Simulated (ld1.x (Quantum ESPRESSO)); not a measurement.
O: one change to an RRKJ potential, before and after

ld1.x (Quantum ESPRESSO) 7.5 input, shortened:

```
&input
   title='O', zed=8., rel=0, dft='PBE', iswitch=3,
   config='[He] 2s2 2p4'
 /
 &inputp
   pseudotype=2, tm=.false., rho0=0.01, lloc=1,
   nlcc=.false.
 /
2
2S  1  0   2.00   0.00  0.80  0.80  0.0
2P  2  1   4.00   0.00  1.60  1.60  0.0
 &test
   configts(1)='2s2 2p4'
 /
```

All-electron outer shells of the reference configuration (PBE, non-relativistic, ld1.x):

```tsv
shell	level (eV)	outermost node (bohr)	outermost maximum (bohr)
2s	-23.91	0.28	0.87
2p	-9.04	–	0.82
```

Change: wave 2p (bound): rc 1.60 bohr becomes 2p (bound): rc 2.32 bohr.

Cutoffs: the cutoffs (Ry, on a coarse ladder) from which the occupation-weighted sum of valence levels, in a spherical-Bessel basis at the reference potential, stays within 10 and 1 mRy of its value at 400 Ry; they do not see the model core or the augmentation charge, which bear on the density cutoff. Errors are all-electron minus pseudo energies relative to the spin-unpolarised reference configuration.

Question: Predict the effect on cutoff, ghosts and configuration errors.

Answer: The potential gets neither clearly harder nor softer (120 Ry and 180 Ry → 120 Ry and 180 Ry); the s channel sets the loose cutoff, while the largest relative change is in p, which becomes softer; of the 7 tests that both files solve, the error grows in 6 and shrinks in 1 by more than 15 % and 0.3 meV (median size 6.4 → 60.4 meV); neither file shows a bound ghost.

| quantity | base | changed |
| --- | --- | --- |
| cutoff, loose | 120 Ry | 120 Ry |
| cutoff, tight | 180 Ry | 180 Ry |
| loose cutoff by channel (10 mRy a level) | s 110 Ry, p 45 Ry | s 110 Ry, p 25 Ry |
| bound ghosts | none | none |
| error for 2s2 2p3, meV [ΔE 16.44 eV] | -4.2 | +60 |
| error for 2s2 2p2, meV [ΔE 50.03 eV] | +112 | +819 |
| error for 2s2 2p1, meV [ΔE 103.90 eV] | +756 | +3489 |
| error for 2s2 2p3.5, meV [ΔE 6.29 eV] | -3.0 | +1.8 |
| error for 2s2 2p4.3, meV [ΔE -2.12 eV] | -1.4 | -3.9 |
| error for 2s1 2p4, meV [ΔE 31.61 eV] | -81 | -343 |
| error for 2s1 2p5, meV [ΔE 14.90 eV] | +6.4 | -39 |
